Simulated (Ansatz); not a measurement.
Nudged elastic band run: B₂FH₃O

Input file:

```yaml
crystal:
  periodic: [false, false, false]
  atoms:
    - { symbol: B, position_ang: [-0.734401, 0.973761, -0.152965] }
    - { symbol: B, position_ang: [0.287625, -0.378645, -0.138351] }
    - { symbol: O, position_ang: [0.693454, -0.931658, 1.029928] }
    - { symbol: F, position_ang: [0.716622, -0.930419, -1.286933] }
    - { symbol: H, position_ang: [-1.929126, 0.867079, -0.174113] }
    - { symbol: H, position_ang: [-0.305567, 2.094157, -0.156643] }
    - { symbol: H, position_ang: [1.271393, -1.694284, 0.879076] }
basis:
  gaussian: { orbitals: "6-31G*" }
hamiltonian:
  xc: pbe0
  dispersion: d4
neb:
  order_check: false
  images: 7
  f_tol: 0.5
  max_iterations: 60
  final_atoms:
    - { symbol: B, position_ang: [-0.64434262, 0.85405185, -0.10295806] }
    - { symbol: B, position_ang: [0.37093614, -0.48512591, -0.3560708] }
    - { symbol: O, position_ang: [0.94573137, -1.25961187, 0.59922323] }
    - { symbol: F, position_ang: [0.65304484, -0.84001484, -1.61323503] }
    - { symbol: H, position_ang: [-1.83649513, 0.74385523, -0.018993] }
    - { symbol: H, position_ang: [-0.2150985, 1.97044821, -0.00409564] }
    - { symbol: H, position_ang: [0.72622391, -0.98361168, 1.49612831] }
  initial_path:
    images:
      - { positions_ang: [[-0.734401, 0.973761, -0.152965], [0.287625, -0.378645, -0.138351], [0.693454, -0.931658, 1.029928], [0.716622, -0.930419, -1.286933], [-1.929126, 0.867079, -0.174113], [-0.305567, 2.094157, -0.156643], [1.271393, -1.694284, 0.879076]] }
      - { positions_ang: [[-0.68682784, 0.91053791, -0.12092227], [0.3312596, -0.43112727, -0.17693008], [0.77547493, -1.02854165, 0.9415449], [0.72833785, -0.94204474, -1.35480534], [-1.87270292, 0.8005605, -0.11563334], [-0.26189199, 2.02311115, -0.10185061], [0.98635037, -1.33250491, 0.92859573]] }
      - { positions_ang: [[-0.63925468, 0.84731483, -0.08887954], [0.3748942, -0.48360954, -0.21550915], [0.85749586, -1.12542529, 0.8531618], [0.7400537, -0.95367047, -1.42267767], [-1.81627985, 0.734042, -0.05715368], [-0.21821698, 1.95206531, -0.04705822], [0.70130775, -0.97072583, 0.97811546]] }
      - { positions_ang: [[-0.59168153, 0.78409174, -0.0568368], [0.4185288, -0.53609182, -0.25408823], [0.93951679, -1.22230894, 0.7647787], [0.75176955, -0.96529621, -1.49055001], [-1.75985677, 0.66752349, 0.00132598], [-0.17454197, 1.88101946, 0.00773417], [0.41626512, -0.60894674, 1.02763518]] }
      - { positions_ang: [[-0.54410837, 0.72086866, -0.02479407], [0.4621634, -0.58857409, -0.2926673], [1.02153772, -1.31919258, 0.67639561], [0.7634854, -0.97692194, -1.55842235], [-1.70343369, 0.60100499, 0.05980564], [-0.13086696, 1.80997362, 0.06252656], [0.1312225, -0.24716766, 1.07715491]] }
      - { positions_ang: [[-0.56916693, 0.75416446, -0.04433507], [0.43935659, -0.56271204, -0.30851818], [1.00258613, -1.3042974, 0.65710251], [0.73587526, -0.94269516, -1.57212552], [-1.73669905, 0.63671755, 0.04010598], [-0.15192485, 1.85009227, 0.04587101], [0.27997285, -0.43127866, 1.18189826]] }
      - { positions_ang: [[-0.5942255, 0.78746026, -0.06387607], [0.41654977, -0.53685, -0.32436905], [0.98363454, -1.28940222, 0.63780942], [0.70826512, -0.90846839, -1.58582869], [-1.76996441, 0.67243011, 0.02040632], [-0.17298273, 1.89021092, 0.02921546], [0.4287232, -0.61538967, 1.28664161]] }
      - { positions_ang: [[-0.61928406, 0.82075605, -0.08341706], [0.39374296, -0.51098795, -0.34021992], [0.96468296, -1.27450705, 0.61851632], [0.68065498, -0.87424161, -1.59953186], [-1.80322977, 0.70814267, 0.00070666], [-0.19404061, 1.93032956, 0.01255991], [0.57747356, -0.79950067, 1.39138496]] }
      - { positions_ang: [[-0.64434262, 0.85405185, -0.10295806], [0.37093614, -0.48512591, -0.3560708], [0.94573137, -1.25961187, 0.59922323], [0.65304484, -0.84001484, -1.61323503], [-1.83649513, 0.74385523, -0.018993], [-0.2150985, 1.97044821, -0.00409564], [0.72622391, -0.98361168, 1.49612831]] }
```

Launched with:

```bash
$ ansatz run input.yaml --threads 1 --pin off --max-ram 2048MiB --backend cpu --events-out ev --progress --plain --runs-dir out
```

Output, in part (warnings, iteration lines, the closing report on the highest movable image, with atoms numbered from 0):

```
NEB end point (image 0): max|allowed force component| = 4.256e-3 eV/Å (the criterion of neb.relax_end_points is 1.000e-1)
NEB end point (image 8): max|allowed force component| = 1.124e-2 eV/Å (the criterion of neb.relax_end_points is 1.000e-1)
NEB iter   1: max|band force component| = 5.572e2 eV/Å  barrier→ = 152.4188 eV  barrier← = 152.3400 eV  Δτ_max = 0.1376 Å  (213 SCF iters)
NEB iter   2: max|band force component| = 2.138e2 eV/Å  barrier→ = 64.4793 eV  barrier← = 64.4005 eV  Δτ_max = 0.2000 Å  (199 SCF iters)
NEB iter   3: max|band force component| = 1.299e2 eV/Å  barrier→ = 37.0440 eV  barrier← = 36.9652 eV  Δτ_max = 0.1974 Å  (197 SCF iters)
NEB iter   4: max|band force component| = 7.282e1 eV/Å  barrier→ = 17.1719 eV  barrier← = 17.0931 eV  Δτ_max = 0.1980 Å  (201 SCF iters)
NEB iter   5: max|band force component| = 3.996e1 eV/Å  barrier→ = 8.0197 eV  barrier← = 7.9408 eV  Δτ_max = 0.2000 Å  (195 SCF iters)
NEB iter   6: max|band force component| = 2.091e1 eV/Å  barrier→ = 3.9538 eV  barrier← = 3.8750 eV  Δτ_max = 0.2000 Å  (197 SCF iters)
NEB iter   7: max|band force component| = 1.056e1 eV/Å  barrier→ = 3.5391 eV  barrier← = 3.4603 eV  Δτ_max = 0.1972 Å  (201 SCF iters)
NEB iter   8: max|band force component| = 9.336e0 eV/Å  barrier→ = 2.6487 eV  barrier← = 2.5698 eV  Δτ_max = 0.1010 Å  (197 SCF iters)
NEB iter   9: max|band force component| = 3.384e0 eV/Å  barrier→ = 1.6935 eV  barrier← = 1.6147 eV  Δτ_max = 0.0505 Å  (189 SCF iters)
NEB iter  10: max|band force component| = 2.205e0 eV/Å  barrier→ = 1.1847 eV  barrier← = 1.1058 eV  Δτ_max = 0.0995 Å  (176 SCF iters)
NEB iter  11: max|band force component| = 1.694e0 eV/Å  barrier→ = 0.6949 eV  barrier← = 0.6161 eV  Δτ_max = 0.0993 Å  (180 SCF iters)
NEB iter  12: max|band force component| = 1.303e0 eV/Å  barrier→ = 0.5658 eV  barrier← = 0.4869 eV  Δτ_max = 0.1004 Å  (181 SCF iters)
NEB iter  13: max|band force component| = 7.953e-1 eV/Å  barrier→ = 0.4947 eV  barrier← = 0.4159 eV  Δτ_max = 0.1011 Å  (185 SCF iters)
NEB iter  14: max|band force component| = 7.054e-1 eV/Å  barrier→ = 0.5038 eV  barrier← = 0.4250 eV  Δτ_max = 0.0505 Å  (184 SCF iters)
NEB iter  15: max|band force component| = 6.241e-1 eV/Å  barrier→ = 0.4792 eV  barrier← = 0.4003 eV  Δτ_max = 0.0503 Å  (177 SCF iters)
NEB iter  16: max|band force component| = 5.682e-1 eV/Å  barrier→ = 0.4756 eV  barrier← = 0.3967 eV  Δτ_max = 0.0998 Å  (165 SCF iters)
NEB iter  17: max|band force component| = 3.684e-1 eV/Å  barrier→ = 0.4707 eV  barrier← = 0.3919 eV  CI = image 4  Δτ_max = 0.0000 Å  (336 SCF iters)
Total energy: -6159.73984363 eV, -226.3662640318 hartree
Atom 0 at    -0.648926     0.918651    -0.224724 Å, force     0.017097    -0.001640    -0.041341 eV/Å
Atom 1 at     0.392355    -0.406570    -0.304341 Å, force    -0.043353     0.018505     0.103087 eV/Å
Atom 2 at     0.988880    -0.800006     0.867860 Å, force     0.027094     0.117357     0.055875 eV/Å
Atom 3 at     0.711514    -1.038767    -1.433863 Å, force    -0.019553    -0.064755     0.003518 eV/Å
Atom 4 at    -1.823915     0.799049    -0.003384 Å, force     0.017623    -0.007450    -0.010548 eV/Å
Atom 5 at    -0.240982     2.043582    -0.293631 Å, force    -0.007183     0.040074     0.001291 eV/Å
Atom 6 at     0.621073    -1.515949     1.392082 Å, force     0.008275    -0.102092    -0.111882 eV/Å
Dipole moment:    -0.214235    -0.181750     0.256743 e Å
```

It converged. The threshold of 0.5 eV/Å is loose, so the images may lie well off the minimum-energy path. Another band between the same ends (7 images) ends at a top of the same energy, where a vibrational analysis finds 1 clearly imaginary mode.

Final band:

```tsv
image	path coordinate (Å)	energy (kJ/mol)
0	0.00	0.0
1	0.28	3.7
2	0.55	16.9
3	0.81	33.0
4	1.06	45.4
5	1.32	39.6
6	1.58	20.9
7	1.84	8.8
8	2.10	7.6
```

The run took 120 s on 1 thread of Intel(R) Xeon(R) 6975P-C (Granite Rapids), on a shared host, peak memory 0.24 GiB.
